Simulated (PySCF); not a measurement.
**Electron correlation in Ni⁻ (nickel, charge -1)**

[Ar] 3d9 4s2, 2D determinant. All numbers are calculated (PySCF 2.14, scalar relativity by spin-free X2C-1e, in x2c-TZVPPall with one added diffuse shell each of s, p, d, f type (7s6p5d3f1g, 80 functions)). Frozen: [Ne]; 19 electrons correlated.

| level | correlation energy (mhartree) |
| --- | --- |
| CCSD | -724.62 |
| (T) | -30.31 |
| CCSD(T) | -754.93 |

Diagnostics: T1 = 0.045, D1 = 0.1883, largest double amplitude 0.091.

T1 exceeds 0.03, a sign that the reference determinant is poor.

Cost of the coupled-cluster step: about 90 core-seconds, for 19 correlated electrons.

This basis was not built for core-valence correlation, so the inner-shell part is incomplete.
